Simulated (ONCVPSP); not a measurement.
**Plane-wave convergence, ONCV potential for selenium**

- Element: selenium
- Generator: ONCVPSP 4.0.1
- Type: optimised norm-conserving Vanderbilt (ONCV)
- Functional: PBEsol
- Relativity: scalar-relativistic
- Frozen core: [Ne]
- Valence charge: 24
- Reference configuration: 3s2 3p6 3d10 4s2 4p4
- Partial waves: 3s+4s: rc 1.00 bohr, ncon 5, nbas 9, qcut 10.2 1/bohr, 2 projectors; 3p+4p: rc 1.10 bohr, ncon 4, nbas 7, qcut 13.1 1/bohr, 2 projectors; 3d: rc 0.80 bohr, ncon 4, nbas 9, qcut 17.5 1/bohr, local
- Local potential: the d channel
- Core correction: Teter function, fcfact 4.75, rcfact 1.6

Task: For each optimised wave give the share of its norm inside rc, the residual kinetic energy above qcut (Ha) and the cutoffs (Ha) for errors of 10, 1, 0.1 and 0.01 mHa per electron.

Result:

```tsv
wave	norm inside rc	residual KE	10 mHa	1 mHa	0.1 mHa	0.01 mHa
3s	0.961	7.0e-04	33.3	49.3	198.2	237.0
4s	0.079	5.3e-04	18.8	47.7	103.2	258.3
3p	0.968	1.1e-06	51.6	62.9	72.0	79.1
4p	0.056	4.7e-07	40.3	54.4	66.2	75.5
3d	0.760	1.3e-04	120.9	137.8	161.2	478.0
```

The occupied waves need 138 Ha and 198 Ha for 1 and 0.1 mHa.
